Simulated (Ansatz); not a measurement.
Start from `[OH][Sc]([OH])[Cl]` and change one atom or group to get `C[O][Sc]([OH])[Cl]`.

Ansatz, PBE0-D4/def2-TZVP geometries, multiplicity 1. Each molecule was computed in one conformer, which needn't be the lowest.

Scalar relativity is left out up to krypton.

```csv
property,`[OH][Sc]([OH])[Cl]`
HOMO energy (PBE0/def2-TZVPP) / eV,-8.39
LUMO energy (ωB97M-V/def2-TZVPP) / eV,-0.39
HOMO energy (PBE/def2-TZVPP) / eV,-6.95
HOMO–LUMO gap (PBE0/def2-TZVPP) / eV,6.41
"ideal-gas entropy at 298 K and 1 bar (rigid rotor, harmonic PBE0-D4/def2-TZVP) / J/(mol·K)",345
zero-point energy (PBE0-D4/def2-TZVP) / kJ/mol,68.9
```

Q: Give the same properties after the change, and the shifts. (Best estimate.)

A: Ansatz gave: 
| property | `C[O][Sc]([OH])[Cl]` | shift |
| --- | --- | --- |
| HOMO energy (PBE0/def2-TZVPP) / eV | -8.10 | 0.29 |
| LUMO energy (ωB97M-V/def2-TZVPP) / eV | -0.37 | 0.02 |
| HOMO energy (PBE/def2-TZVPP) / eV | -6.62 | 0.33 |
| HOMO–LUMO gap (PBE0/def2-TZVPP) / eV | 6.18 | -0.23 |
| ideal-gas entropy at 298 K and 1 bar (rigid rotor, harmonic PBE0-D4/def2-TZVP) / J/(mol·K) | 401 | 56 |
| zero-point energy (PBE0-D4/def2-TZVP) / kJ/mol | 144.7 | 75.8 |

With PBE0 the HOMO rises by 0.29 eV and the LUMO rises by 0.05 eV, so the gap narrows by about 0.24 eV. PBE moves the HOMO by 0.33 eV and ωB97M-V by 0.25 eV. The zero-point energy changes by 75.8 kJ/mol with +9 modes. Modes under 60 cm⁻¹, often nearly free rotors, make the harmonic entropy too high.
